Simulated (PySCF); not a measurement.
# Distorted geometries of [Pb(CH3)]+

[Pb(CH3)]+ (singlet). PySCF 2.14.0, RKS BP86, Pb def2-SVP with ECP60, C def2-SVP, H def2-SVP; non-relativistic Hamiltonian with scalar-relativistic core potentials where named; density fitting; no spin-orbit coupling. Relaxed geometry:

```xyz
5

Pb    0.0000    0.0000   -0.0486
C     0.0000    0.0000    2.2101
H    -1.0454    0.0000    2.5926
H     0.5227   -0.9054    2.5926
H     0.5227    0.9054    2.5926
```

Task: Order these distorted geometries by energy above the relaxed one, lowest first.
A.
```xyz
5

Pb    0.0229   -0.0276   -0.0657
C     0.0147   -0.0264    2.2130
H    -1.0689    0.0488    2.6281
H     0.4983   -0.9139    2.5720
H     0.5330    0.9191    2.5918
```
B.
```xyz
5

Pb   -0.0198   -0.1036    0.0534
C    -0.0452   -0.0407    2.1547
H    -1.1205    0.0557    2.5569
H     0.6294   -0.7942    2.6361
H     0.5562    0.8827    2.5382
```
C.
```xyz
5

Pb   -0.1311   -0.0332   -0.0784
C     0.1031   -0.0821    2.1140
H    -0.9132    0.1682    2.5723
H     0.6280   -0.9981    2.5160
H     0.3134    0.9453    2.8154
```

Result: A (0.09 eV), B (0.34 eV), C (0.84 eV).

Task: Which forces (eV/Å) act in the one that lies 0.84 eV up?

Result: 
```
Pb   0.07  0.14 -0.26
C   -0.34  2.82  2.62
H   -0.30 -1.54 -0.54
H   -0.47  0.60  0.08
H    1.04 -2.02 -1.90
```
Forces carry noise of the integration grid, about 0.01 to 0.03 eV/Å.
